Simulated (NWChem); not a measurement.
System: CH6SSi; SMILES C[SiH2]S

Output (shortened):

```
             Northwest Computational Chemistry Package (NWChem) 7.3.0
             --------------------------------------------------------

                             Geometry "geometry" -> ""
                             -------------------------

 Output coordinates in angstroms (scale by  1.889725989 to convert to a.u.)

  No.       Tag          Charge          X              Y              Z
 ---- ---------------- ---------- -------------- -------------- --------------
    1 Si                  14.0000     0.55847600     0.47543000     0.00978800
    2 C                    6.0000    -0.75087800     1.81533200    -0.06402100
    3 S                   16.0000    -0.27603100    -1.50723000    -0.13219900
    4 H                    1.0000     1.47733000     0.55665200    -1.16288400
    5 H                    1.0000     1.35784200     0.61310400     1.26605700
    6 H                    1.0000    -1.42927700     1.75233000     0.80085200
    7 H                    1.0000    -0.28146700     2.81214000    -0.05596700
    8 H                    1.0000    -1.35222300     1.71861600    -0.98036400
    9 H                    1.0000    -0.96773300    -1.42687400     1.02628700

 Effective nuclear repulsion energy (a.u.)     148.9000526353

                                 NWChem DFT Module
                                 -----------------

 Summary of "ao basis" -> "ao basis" (spherical)
 ------------------------------------------------------------------------------
       Tag                 Description            Shells   Functions and Types
 ---------------- ------------------------------  ------  ---------------------
 Si                         def2-svp                 8       18   4s3p1d
 C                          def2-svp                 6       14   3s2p1d
 S                          def2-svp                 8       18   4s3p1d
 H                          def2-svp                 3        5   2s1p

 in cosmo_initialize ...
 calling solv_data for solv:anisole

 solvent parameters
 solvname_short: anisole
 solvname_long:  anisole
 dielec:        4.2247
 dielecinf:     2.3025
 nonaqueous SMD model solvent descriptors
 dielec:        4.2247
 sola:          0.0000
 solb:          0.2900
 solc:          0.7500
 solg:         50.5200
 solh:          0.0000
 soln:          1.5174

          ---------------
          -cosmo- solvent
          ---------------
 Cosmo: York-Karplus, doi: 10.1021/jp992097l
 dielectric constant -eps-     =   4.22
 screen = (eps-1)/(eps    )    =   0.76330
 surface charge correction     = lagrangian

   van der Waals surface
 --------------------------

 ---------- ATOMIC COORDINATES (A.U.) ------------ VDWR(ANG.) --
     1    1.05536661    0.89843243    0.01849664     2.470
     2   -1.41895367    3.43048006   -0.12098215     1.850
     3   -0.52162295   -2.84825170   -0.24981989     2.490
     4    2.79174889    1.05191975   -2.19753212     1.200
     5    2.56594932    1.15859856    2.39250082     1.200
     6   -2.70094189    3.31142354    1.51339084     1.200
     7   -0.53189550    5.31417404   -0.10576229     1.200
     8   -2.55533095    3.24771332   -1.85261933     1.200
     9   -1.82875020   -2.69640088    1.93940122     1.200
 number of segments per atom =        128
 number of   points per atom =        128
 atom (   nspa,  nppa )
 ----------------------
    1 (     71,     0 )       0
    2 (     40,     0 )       0
    3 (     98,     0 )       0
    4 (     33,     0 )       0
    5 (     32,     0 )       0
    6 (     52,     0 )       0
    7 (     48,     0 )       0
    8 (     52,     0 )       0
    9 (     20,     0 )       0
 number of -cosmo- surface points =      446
 molecular surface =    128.242 angstrom**2
 molecular volume  =    118.818 angstrom**3
 -lineq- algorithm             =   0
 -bem- low  level              =   3
 -bem- from -octahedral-
 gaussian surface charge width =   4.50000
 degree of switching           =   1.00000
 switching function tolerance  =   0.00010
 atomic radii =
 --------------
    1 14.000  2.470
    2  6.000  1.850
    3 16.000  2.490
    4  1.000  1.200
    5  1.000  1.200
    6  1.000  1.200
    7  1.000  1.200
    8  1.000  1.200
    9  1.000  1.200
 ...... end of -cosmo- initialization ......

 nat:                     9
 ixmem:                  4523
 calling mnsol_interface()
 G(SMD-CDS) energy (kcal/mol)  =    -0.763
 SMD-CDS SASA (angstrom**2)    =   139.513

            General Information
            -------------------
          SCF calculation type: DFT
          Wavefunction type:  closed shell.
          No. of atoms     :     9
          No. of electrons :    42
           Alpha electrons :    21
            Beta electrons :    21
          Charge           :     0
          Spin multiplicity:     1
          Use of symmetry is: off; symmetry adaption is: off
          Maximum number of iterations: 150
          AO basis - number of functions:    80
                     number of shells:    40
          Convergence on energy requested:  1.00D-06
          Convergence on density requested:  1.00D-05
          Convergence on gradient requested:  5.00D-04

              XC Information
              --------------
                       M05-2X Method XC Functional
                     Hartree-Fock (Exact) Exchange  0.560
                M05-2X metaGGA Exchange Functional  0.440
                      M05-2X Correlation Potential  1.000

             Grid Information
             ----------------
          Grid used for XC integration:  medium
          Radial quadrature: Mura-Knowles
          Angular quadrature: Lebedev.
          Tag              B.-S. Rad. Rad. Pts. Rad. Cut. Ang. Pts.
          ---              ---------- --------- --------- ---------
          Si                  1.10       88           8.0       590
          C                   0.70       49          10.0       434
          S                   1.00       88          11.0       590
          H                   0.35       45          11.0       434
          Grid pruning is: on
          Number of quadrature shells:   495
          Spatial weights used:  Erf1

      Superposition of Atomic Density Guess
      -------------------------------------

 Sum of atomic energies:        -726.70634736

      Non-variational initial energy
      ------------------------------

 Total energy =    -727.981695
 1-e energy   =   -1299.226053
 2-e energy   =     422.344305
 HOMO         =      -0.307943
 LUMO         =       0.086154

   convergence    iter        energy       DeltaE   RMS-Dens  Diis-err
 ---------------- ----- ----------------- --------- --------- ---------
     COSMO gas phase
 d= 0,ls=0.0,diis     1   -729.1258778839 -8.78D+02  6.70D-03  2.38D-01
 d= 0,ls=0.0,diis     2   -729.1522651931 -2.64D-02  2.98D-03  3.72D-02
 d= 0,ls=0.0,diis     3   -729.1576873662 -5.42D-03  8.70D-04  5.06D-03
 d= 0,ls=0.0,diis     4   -729.1584573271 -7.70D-04  1.18D-04  7.98D-05
 d= 0,ls=0.0,diis     5   -729.1584699334 -1.26D-05  4.17D-05  9.77D-06
  Resetting Diis
 d= 0,ls=0.0,diis     6   -729.1584714802 -1.55D-06  9.91D-06  6.89D-07
 d= 0,ls=0.0,diis     7   -729.1584715766 -9.63D-08  4.28D-06  4.26D-08

   convergence    iter        energy       DeltaE   RMS-Dens  Diis-err
 ---------------- ----- ----------------- --------- --------- ---------
     COSMO solvation phase
 d= 0,ls=0.0,diis     1   -729.1626898304 -4.22D-03  8.61D-04  8.56D-04
 d= 0,ls=0.0,diis     2   -729.1629753463 -2.86D-04  2.34D-04  1.89D-04
 d= 0,ls=0.0,diis     3   -729.1630050758 -2.97D-05  8.70D-05  1.62D-05
 d= 0,ls=0.0,diis     4   -729.1630087369 -3.66D-06  2.15D-05  1.13D-06
 d= 0,ls=0.0,diis     5   -729.1630089465 -2.10D-07  5.66D-06  1.16D-07

         Total DFT energy =     -729.163008946475
      One electron energy =    -1302.097903273917
           Coulomb energy =      478.315343569416
    Exchange-Corr. energy =      -54.228224209381
 Nuclear repulsion energy =      148.900052635325

             COSMO energy =       -0.052277667918

 Numeric. integr. density =       41.999994917200

                                COSMO-SMD solvation results
                                ---------------------------

             internal energy in gas <Psi(g)|H|Psi(g)> =      -729.158471576561
         internal energy in solvent <Psi(s)|H|Psi(s)> =      -729.158104379904
                               delta internal energy  =         0.000367196657 (    0.23 kcal/mol)
   total free energy in solvent <Psi(s)|H+V/2|Psi(s)> =      -729.161793190395
 polarization energy contribution <Psi(s)|V/2|Psi(s)> =        -0.003688810491 (   -2.31 kcal/mol)
    total free energy in solvent including G(SMD-CDS) =      -729.163008946475
                       G(SMD-CDS) energy contribution =        -0.001215756080 (   -0.76 kcal/mol)
     1 M fixed-concentration free energy of solvation =        -0.004537369913 (   -2.85 kcal/mol)

                       DFT Final Molecular Orbital Analysis
                       ------------------------------------

 Vector   19  Occ=2.000000D+00  E=-3.932225D-01
              MO Center=  4.7D-01,  5.5D-01, -4.2D-01, r^2= 3.2D+00
   Bfn.  Coefficient  Atom+Function         Bfn.  Coefficient  Atom+Function
  ----- ------------  ---------------      ----- ------------  ---------------
    51      0.340744  4 H  s                  8      0.235716  1 Si px
    22     -0.220500  2 C  px                52      0.192398  4 H  s
    44     -0.179663  3 S  py                11      0.164926  1 Si px
    61      0.157608  6 H  s                 10     -0.148394  1 Si pz
    41     -0.146092  3 S  py                 5     -0.130692  1 Si px

 Vector   20  Occ=2.000000D+00  E=-3.716010D-01
              MO Center= -1.3D-01, -7.2D-01, -5.2D-02, r^2= 3.5D+00
   Bfn.  Coefficient  Atom+Function         Bfn.  Coefficient  Atom+Function
  ----- ------------  ---------------      ----- ------------  ---------------
    44      0.392372  3 S  py                41      0.313526  3 S  py
     9     -0.216593  1 Si py                45      0.199550  3 S  pz
    36     -0.196720  3 S  s                 23      0.179837  2 C  py
    38      0.178186  3 S  py                42      0.157317  3 S  pz
    35     -0.153843  3 S  s                 56     -0.137224  5 H  s

 Vector   21  Occ=2.000000D+00  E=-3.093071D-01
              MO Center= -2.0D-01, -1.1D+00, -4.5D-02, r^2= 2.5D+00
   Bfn.  Coefficient  Atom+Function         Bfn.  Coefficient  Atom+Function
  ----- ------------  ---------------      ----- ------------  ---------------
    43      0.486733  3 S  px                40      0.328963  3 S  px
    45      0.306282  3 S  pz                44     -0.241915  3 S  py
    42      0.207496  3 S  pz                37      0.187766  3 S  px
    41     -0.159399  3 S  py                21      0.154453  2 C  s
    57     -0.133445  5 H  s                 56     -0.127528  5 H  s

 Vector   22  Occ=0.000000D+00  E= 7.565658D-02
              MO Center=  9.6D-02, -9.0D-02,  3.5D-01, r^2= 4.6D+00
   Bfn.  Coefficient  Atom+Function         Bfn.  Coefficient  Atom+Function
  ----- ------------  ---------------      ----- ------------  ---------------
    36      1.027199  3 S  s                 12      0.961055  1 Si py
    77     -0.696942  9 H  s                 11      0.677347  1 Si px
    44      0.607728  3 S  py                45      0.432504  3 S  pz
     4     -0.309960  1 Si s                 35      0.263819  3 S  s
    52     -0.249265  4 H  s                 57     -0.197996  5 H  s

 Vector   23  Occ=0.000000D+00  E= 8.417115D-02
              MO Center= -8.4D-02, -9.7D-02,  2.5D-01, r^2= 5.5D+00
   Bfn.  Coefficient  Atom+Function         Bfn.  Coefficient  Atom+Function
  ----- ------------  ---------------      ----- ------------  ---------------
    21      1.414714  2 C  s                 12     -0.762318  1 Si py
    77     -0.716844  9 H  s                  3      0.570465  1 Si s
    43     -0.568435  3 S  px                62     -0.532683  6 H  s
    57     -0.485776  5 H  s                 13      0.402707  1 Si pz
    11      0.393653  1 Si px                72     -0.384375  8 H  s

 Vector   24  Occ=0.000000D+00  E= 9.495399D-02
              MO Center=  1.0D-01,  2.4D-01,  2.0D-01, r^2= 5.3D+00
   Bfn.  Coefficient  Atom+Function         Bfn.  Coefficient  Atom+Function
  ----- ------------  ---------------      ----- ------------  ---------------
    21      1.700324  2 C  s                 11      1.073302  1 Si px
    52     -0.783897  4 H  s                 13     -0.651143  1 Si pz
    77      0.607726  9 H  s                 12     -0.523524  1 Si py
    67     -0.499526  7 H  s                  4     -0.421682  1 Si s
    72     -0.417320  8 H  s                 36     -0.310145  3 S  s

     Multipole analysis of the density
     ---------------------------------

     L   x y z        total         alpha         beta         nuclear
     -   - - -        -----         -----         ----         -------
     0   0 0 0     -0.000000    -21.000000    -21.000000     42.000000

     1   1 0 0     -0.321721      2.011028      2.011028     -4.343777
     1   0 1 0      0.720815      0.872240      0.872240     -1.023665
     1   0 0 1      0.405065      1.589872      1.589872     -2.774679

     2   2 0 0    -26.324520    -45.090864    -45.090864     63.857208
     2   1 1 0      0.432210      0.910688      0.910688     -1.389166
     2   1 0 1     -1.394657     -0.971535     -0.971535      0.548414
     2   0 2 0    -26.951136   -149.067255   -149.067255    271.183373
     2   0 1 1     -1.246500     -2.018684     -2.018684      2.790869
     2   0 0 2    -25.665587    -23.402489    -23.402489     21.139390
```

Level: M05-2X/def2-SVP, SMD on the gas-phase geometry. All runs use the structure optimised with PBE0/def2-SVP. Solvent: anisole.

Q: Write an input that gives this output.

A: Several could match; the one computed here: the input that was run:
```
start job
memory heap 200 mb stack 900 mb global 1100 mb
geometry units angstroms noautosym nocenter noautoz
  Si     0.558476     0.475430     0.009788
  C     -0.750878     1.815332    -0.064021
  S     -0.276031    -1.507230    -0.132199
  H      1.477330     0.556652    -1.162884
  H      1.357842     0.613104     1.266057
  H     -1.429277     1.752330     0.800852
  H     -0.281467     2.812140    -0.055967
  H     -1.352223     1.718616    -0.980364
  H     -0.967733    -1.426874     1.026287
end
basis spherical
  Si library def2-svp
  C library def2-svp
  S library def2-svp
  H library def2-svp
end
dft
  xc m05-2x
  iterations 150
end
cosmo
  do_cosmo_smd true
  solvent anisole
end
task dft energy
```
